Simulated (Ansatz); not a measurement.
A short molecular-dynamics run on `[Br][Sn][Br]`.

```yaml
crystal:
  periodic: [false, false, false]
  atoms:
    - {symbol: Br, position_ang: [-1.738357, 0.329756, -0.923845]}
    - {symbol: Sn, position_ang: [0.368620, 0.951207, 0.308165]}
    - {symbol: Br, position_ang: [1.358938, -1.345764, 0.602381]}
basis:
  gaussian: {orbitals: def2-SVP}
magnetization: {spin_polarized: true, initial_magnetization: 0}
hamiltonian: {xc: {name: PBE}, dispersion: d4}
md: {timestep: 0.5 fs, n_steps: 50, ensemble: nve, temperature: 700, initial_velocities: maxwell_boltzmann, seed: 409}
```

```sh
$ ansatz run in.yaml --threads 4 --pin off --events-out ev --progress --plain --max-ram 10444MiB
```

```tsv
step	time (fs)	potential energy (eV)	kinetic (eV)	T (K)	conserved (eV)
0	0.0	-145889.3436	0.0905	700	-145889.2531
1	0.5	-145889.3453	0.0922	713	-145889.2531
2	1.0	-145889.3469	0.0937	725	-145889.2531
3	1.5	-145889.3484	0.0953	737	-145889.2531
4	2.0	-145889.3498	0.0967	748	-145889.2532
5	2.5	-145889.3512	0.0980	758	-145889.2532
6	3.0	-145889.3524	0.0993	768	-145889.2532
7	3.5	-145889.3536	0.1005	777	-145889.2532
8	4.0	-145889.3547	0.1015	786	-145889.2532
9	4.5	-145889.3557	0.1025	793	-145889.2532
10	5.0	-145889.3566	0.1034	800	-145889.2532
11	5.5	-145889.3574	0.1042	806	-145889.2532
12	6.0	-145889.3581	0.1049	812	-145889.2532
13	6.5	-145889.3586	0.1055	816	-145889.2532
14	7.0	-145889.3591	0.1060	820	-145889.2532
15	7.5	-145889.3595	0.1064	823	-145889.2532
16	8.0	-145889.3598	0.1067	825	-145889.2532
17	8.5	-145889.3600	0.1069	827	-145889.2532
18	9.0	-145889.3601	0.1070	828	-145889.2532
19	9.5	-145889.3601	0.1070	828	-145889.2532
20	10.0	-145889.3600	0.1069	827	-145889.2532
21	10.5	-145889.3598	0.1067	825	-145889.2532
22	11.0	-145889.3595	0.1064	823	-145889.2532
23	11.5	-145889.3592	0.1060	820	-145889.2532
24	12.0	-145889.3587	0.1055	816	-145889.2532
25	12.5	-145889.3581	0.1050	812	-145889.2532
26	13.0	-145889.3574	0.1043	807	-145889.2532
27	13.5	-145889.3567	0.1035	801	-145889.2532
28	14.0	-145889.3558	0.1027	794	-145889.2532
29	14.5	-145889.3549	0.1018	787	-145889.2532
30	15.0	-145889.3539	0.1007	779	-145889.2532
31	15.5	-145889.3528	0.0997	771	-145889.2532
32	16.0	-145889.3516	0.0985	762	-145889.2532
33	16.5	-145889.3504	0.0972	752	-145889.2532
34	17.0	-145889.3491	0.0959	742	-145889.2532
35	17.5	-145889.3477	0.0945	731	-145889.2532
36	18.0	-145889.3462	0.0931	720	-145889.2531
37	18.5	-145889.3447	0.0916	708	-145889.2531
38	19.0	-145889.3431	0.0900	696	-145889.2531
39	19.5	-145889.3415	0.0883	683	-145889.2531
40	20.0	-145889.3398	0.0866	670	-145889.2531
41	20.5	-145889.3380	0.0849	657	-145889.2531
42	21.0	-145889.3363	0.0831	643	-145889.2531
43	21.5	-145889.3344	0.0813	629	-145889.2531
44	22.0	-145889.3325	0.0794	614	-145889.2531
45	22.5	-145889.3306	0.0775	599	-145889.2531
46	23.0	-145889.3287	0.0755	584	-145889.2531
47	23.5	-145889.3267	0.0735	569	-145889.2531
48	24.0	-145889.3247	0.0715	553	-145889.2531
49	24.5	-145889.3226	0.0695	537	-145889.2531
50	25.0	-145889.3206	0.0674	522	-145889.2531
```

Velocities are drawn at the set temperature; a run this short doesn't reach equilibrium.

Frames (Å, forces in eV/Å):

```xyz
3
time=0.0 fs
Br   -1.738    0.330   -0.924   -0.419   -0.096   -0.242
Sn    0.369    0.951    0.308    0.205    0.536    0.172
Br    1.359   -1.346    0.602    0.214   -0.439    0.070
3
time=0.5 fs
Br   -1.739    0.329   -0.924   -0.395   -0.088   -0.228
Sn    0.369    0.952    0.309    0.185    0.513    0.159
Br    1.359   -1.346    0.602    0.210   -0.425    0.069
3
time=1.0 fs
Br   -1.740    0.328   -0.925   -0.371   -0.079   -0.213
Sn    0.370    0.953    0.309    0.166    0.490    0.145
Br    1.359   -1.347    0.602    0.205   -0.411    0.068
3
time=1.5 fs
Br   -1.741    0.327   -0.926   -0.346   -0.070   -0.199
Sn    0.371    0.954    0.310    0.146    0.466    0.132
Br    1.358   -1.348    0.602    0.200   -0.396    0.067
3
time=2.0 fs
Br   -1.742    0.327   -0.926   -0.322   -0.061   -0.185
Sn    0.372    0.955    0.310    0.127    0.443    0.119
Br    1.358   -1.349    0.602    0.195   -0.382    0.066
3
time=2.5 fs
Br   -1.743    0.326   -0.927   -0.298   -0.052   -0.170
Sn    0.373    0.956    0.311    0.108    0.419    0.106
Br    1.358   -1.349    0.602    0.190   -0.367    0.065
3
time=3.0 fs
Br   -1.744    0.325   -0.928   -0.274   -0.043   -0.156
Sn    0.373    0.958    0.311    0.089    0.395    0.092
Br    1.358   -1.350    0.601    0.185   -0.352    0.064
3
time=3.5 fs
Br   -1.746    0.324   -0.928   -0.250   -0.035   -0.142
Sn    0.374    0.959    0.312    0.070    0.371    0.079
Br    1.358   -1.351    0.601    0.180   -0.337    0.063
3
time=4.0 fs
Br   -1.747    0.323   -0.929   -0.226   -0.026   -0.128
Sn    0.375    0.960    0.313    0.051    0.347    0.066
Br    1.358   -1.352    0.601    0.175   -0.321    0.061
3
time=4.5 fs
Br   -1.748    0.322   -0.930   -0.202   -0.017   -0.114
Sn    0.376    0.961    0.313    0.032    0.323    0.053
Br    1.358   -1.353    0.601    0.170   -0.306    0.060
3
time=5.0 fs
Br   -1.749    0.322   -0.930   -0.179   -0.008   -0.100
Sn    0.377    0.962    0.314    0.014    0.298    0.040
Br    1.358   -1.353    0.601    0.165   -0.290    0.059
3
time=5.5 fs
Br   -1.750    0.321   -0.931   -0.155    0.001   -0.086
Sn    0.377    0.963    0.314   -0.004    0.274    0.028
Br    1.357   -1.354    0.601    0.160   -0.274    0.058
3
time=6.0 fs
Br   -1.751    0.320   -0.932   -0.132    0.009   -0.072
Sn    0.378    0.964    0.315   -0.023    0.249    0.015
Br    1.357   -1.355    0.600    0.155   -0.259    0.057
3
time=6.5 fs
Br   -1.752    0.319   -0.933   -0.109    0.018   -0.058
Sn    0.379    0.965    0.315   -0.040    0.225    0.002
Br    1.357   -1.356    0.600    0.149   -0.243    0.056
3
time=7.0 fs
Br   -1.753    0.318   -0.933   -0.086    0.027   -0.045
Sn    0.380    0.966    0.316   -0.058    0.200   -0.010
Br    1.357   -1.357    0.600    0.144   -0.227    0.055
3
time=7.5 fs
Br   -1.754    0.317   -0.934   -0.063    0.035   -0.031
Sn    0.381    0.967    0.317   -0.075    0.175   -0.022
Br    1.357   -1.358    0.600    0.139   -0.211    0.053
3
time=8.0 fs
Br   -1.755    0.317   -0.935   -0.041    0.044   -0.018
Sn    0.381    0.969    0.317   -0.093    0.151   -0.035
Br    1.357   -1.358    0.600    0.133   -0.195    0.052
3
time=8.5 fs
Br   -1.756    0.316   -0.935   -0.019    0.052   -0.005
Sn    0.382    0.970    0.318   -0.110    0.126   -0.047
Br    1.357   -1.359    0.600    0.128   -0.179    0.051
3
time=9.0 fs
Br   -1.757    0.315   -0.936    0.003    0.061    0.009
Sn    0.383    0.971    0.318   -0.126    0.102   -0.059
Br    1.357   -1.360    0.600    0.123   -0.163    0.050
3
time=9.5 fs
Br   -1.759    0.314   -0.937    0.025    0.069    0.021
Sn    0.384    0.972    0.319   -0.143    0.077   -0.070
Br    1.357   -1.361    0.599    0.118   -0.146    0.049
3
time=10.0 fs
Br   -1.760    0.313   -0.937    0.047    0.078    0.034
Sn    0.384    0.973    0.319   -0.159    0.053   -0.082
Br    1.357   -1.362    0.599    0.112   -0.130    0.048
3
time=10.5 fs
Br   -1.761    0.313   -0.938    0.068    0.086    0.047
Sn    0.385    0.974    0.320   -0.175    0.028   -0.093
Br    1.357   -1.363    0.599    0.107   -0.114    0.047
3
time=11.0 fs
Br   -1.762    0.312   -0.939    0.089    0.094    0.059
Sn    0.386    0.975    0.320   -0.191    0.004   -0.105
Br    1.357   -1.364    0.599    0.102   -0.098    0.045
3
time=11.5 fs
Br   -1.763    0.311   -0.939    0.109    0.102    0.072
Sn    0.387    0.977    0.321   -0.206   -0.020   -0.116
Br    1.356   -1.365    0.599    0.097   -0.082    0.044
3
time=12.0 fs
Br   -1.764    0.310   -0.940    0.130    0.110    0.084
Sn    0.388    0.978    0.322   -0.221   -0.045   -0.127
Br    1.356   -1.366    0.599    0.091   -0.066    0.043
3
time=12.5 fs
Br   -1.765    0.309   -0.941    0.150    0.118    0.096
Sn    0.388    0.979    0.322   -0.236   -0.069   -0.138
Br    1.356   -1.366    0.599    0.086   -0.050    0.042
3
time=13.0 fs
Br   -1.766    0.309   -0.942    0.170    0.126    0.108
Sn    0.389    0.980    0.323   -0.251   -0.092   -0.149
Br    1.356   -1.367    0.599    0.081   -0.034    0.041
3
time=13.5 fs
Br   -1.767    0.308   -0.942    0.189    0.134    0.119
Sn    0.390    0.981    0.323   -0.265   -0.116   -0.159
Br    1.356   -1.368    0.598    0.076   -0.018    0.040
3
time=14.0 fs
Br   -1.768    0.307   -0.943    0.208    0.142    0.131
Sn    0.391    0.982    0.324   -0.279   -0.140   -0.170
Br    1.356   -1.369    0.598    0.071   -0.002    0.039
3
time=14.5 fs
Br   -1.769    0.306   -0.944    0.227    0.149    0.142
Sn    0.391    0.983    0.324   -0.293   -0.163   -0.180
Br    1.356   -1.370    0.598    0.066    0.014    0.038
3
time=15.0 fs
Br   -1.770    0.305   -0.944    0.246    0.157    0.153
Sn    0.392    0.985    0.325   -0.307   -0.186   -0.190
Br    1.356   -1.371    0.598    0.061    0.030    0.037
3
time=15.5 fs
Br   -1.771    0.305   -0.945    0.264    0.164    0.164
Sn    0.393    0.986    0.325   -0.320   -0.209   -0.200
Br    1.356   -1.372    0.598    0.056    0.045    0.036
3
time=16.0 fs
Br   -1.772    0.304   -0.946    0.282    0.171    0.175
Sn    0.394    0.987    0.326   -0.333   -0.232   -0.209
Br    1.356   -1.373    0.598    0.051    0.061    0.035
3
time=16.5 fs
Br   -1.774    0.303   -0.946    0.300    0.179    0.185
Sn    0.394    0.988    0.326   -0.346   -0.255   -0.219
Br    1.356   -1.374    0.598    0.046    0.076    0.034
3
time=17.0 fs
Br   -1.775    0.302   -0.947    0.317    0.186    0.196
Sn    0.395    0.989    0.327   -0.358   -0.277   -0.228
Br    1.356   -1.374    0.598    0.041    0.091    0.033
3
time=17.5 fs
Br   -1.776    0.302   -0.947    0.334    0.193    0.206
Sn    0.396    0.990    0.327   -0.370   -0.299   -0.238
Br    1.356   -1.375    0.597    0.037    0.106    0.032
3
time=18.0 fs
Br   -1.777    0.301   -0.948    0.351    0.200    0.216
Sn    0.396    0.991    0.328   -0.382   -0.321   -0.247
Br    1.356   -1.376    0.597    0.032    0.122    0.031
3
time=18.5 fs
Br   -1.778    0.300   -0.949    0.367    0.207    0.225
Sn    0.397    0.992    0.328   -0.394   -0.343   -0.255
Br    1.356   -1.377    0.597    0.027    0.136    0.030
3
time=19.0 fs
Br   -1.779    0.299   -0.949    0.383    0.213    0.235
Sn    0.398    0.993    0.329   -0.406   -0.364   -0.264
Br    1.356   -1.378    0.597    0.023    0.151    0.029
3
time=19.5 fs
Br   -1.780    0.299   -0.950    0.399    0.220    0.244
Sn    0.398    0.994    0.329   -0.417   -0.386   -0.273
Br    1.356   -1.379    0.597    0.018    0.166    0.028
3
time=20.0 fs
Br   -1.780    0.298   -0.951    0.414    0.226    0.254
Sn    0.399    0.996    0.330   -0.428   -0.407   -0.281
Br    1.356   -1.380    0.597    0.014    0.180    0.027
3
time=20.5 fs
Br   -1.781    0.297   -0.951    0.429    0.233    0.263
Sn    0.400    0.997    0.330   -0.438   -0.427   -0.289
Br    1.356   -1.381    0.597    0.009    0.194    0.026
3
time=21.0 fs
Br   -1.782    0.296   -0.952    0.444    0.239    0.271
Sn    0.400    0.998    0.331   -0.449   -0.448   -0.297
Br    1.356   -1.381    0.597    0.005    0.209    0.026
3
time=21.5 fs
Br   -1.783    0.296   -0.952    0.458    0.245    0.280
Sn    0.401    0.999    0.331   -0.459   -0.468   -0.305
Br    1.356   -1.382    0.597    0.000    0.222    0.025
3
time=22.0 fs
Br   -1.784    0.295   -0.953    0.472    0.251    0.289
Sn    0.402    1.000    0.332   -0.469   -0.488   -0.312
Br    1.356   -1.383    0.596   -0.004    0.236    0.024
3
time=22.5 fs
Br   -1.785    0.294   -0.954    0.486    0.257    0.297
Sn    0.402    1.001    0.332   -0.478   -0.507   -0.320
Br    1.356   -1.384    0.596   -0.008    0.250    0.023
3
time=23.0 fs
Br   -1.786    0.294   -0.954    0.500    0.263    0.305
Sn    0.403    1.002    0.333   -0.488   -0.526   -0.327
Br    1.356   -1.385    0.596   -0.012    0.263    0.022
3
time=23.5 fs
Br   -1.787    0.293   -0.955    0.513    0.269    0.313
Sn    0.404    1.003    0.333   -0.497   -0.545   -0.334
Br    1.356   -1.386    0.596   -0.016    0.276    0.022
3
time=24.0 fs
Br   -1.788    0.292   -0.955    0.526    0.274    0.320
Sn    0.404    1.004    0.334   -0.506   -0.564   -0.341
Br    1.355   -1.386    0.596   -0.020    0.289    0.021
3
time=24.5 fs
Br   -1.788    0.292   -0.956    0.538    0.280    0.328
Sn    0.405    1.005    0.334   -0.514   -0.582   -0.348
Br    1.355   -1.387    0.596   -0.024    0.302    0.020
3
time=25.0 fs
Br   -1.789    0.291   -0.956    0.550    0.285    0.335
Sn    0.405    1.006    0.334   -0.523   -0.600   -0.355
Br    1.355   -1.388    0.596   -0.028    0.315    0.019
```

It took 49 s on 4 threads of an Arm Neoverse V1 on a shared host, with 0.17 GiB of host memory at the peak.
